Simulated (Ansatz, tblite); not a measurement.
Isomers of Mg$_{2}$Br$_{2}$⁺ (doublet), found by a short tight-binding search and relaxed with r2SCAN-D4/def2-SVP in Ansatz.

The xTB rows come from tblite. Correlated methods freeze 20 core orbitals; core or outer-core shells of Mg, Br are correlated, in sets that lack core-valence functions. In CCSD on the charge 1 doublet the largest single amplitude is 0.42, so its Hartree–Fock determinant may place the open shell otherwise than the density functionals do.

Other spin states were run for one of them alone.

A:

```xyz
4

Mg    0.8752    0.6410    0.5430
Mg   -2.3990   -1.8739   -1.4522
Br    1.8543    2.7209    0.7271
Br   -0.3304   -1.4879    0.1821
```

B:

```xyz
4

Mg   -1.314   -0.328   -1.051
Mg    1.318    0.324    1.050
Br   -0.829   -0.995    1.347
Br    0.826    1.000   -1.345
```

Question: Estimate their order by electronic energy at ωB97X-V/def2-TZVP, counted from the lowest.

Answer: A (0.0) < B (16.8), in kJ/mol.

Question: Do the other levels pick the same lowest one?

Answer: Not GFN2-xTB, PBE-D4/def2-TZVP, r2SCAN-D4/def2-TZVP, PBE0-D4/def2-TZVP. Energies above each level's lowest (kJ/mol):

```tsv
level	A	B
GFN1-xTB	0.0	34.2
GFN2-xTB	3.1	0.0
HF/def2-SVP	0.0	51.1
PBE-D4/def2-TZVP	29.4	0.0
r2SCAN-D4/def2-TZVP	23.9	0.0
PBE0-D4/def2-TZVP	15.3	0.0
CAM-B3LYP-D4/def2-TZVP	0.0	8.3
ωB97X-V/def2-TZVP	0.0	16.8
MP2/def2-SVP	0.0	25.4
CCSD/def2-SVP	0.0	17.6
CCSD(T)/def2-SVP	0.0	12.7
```
Point groups (tolerance 0.1 Å): A Cs, B D2h. Lower isomers may exist.
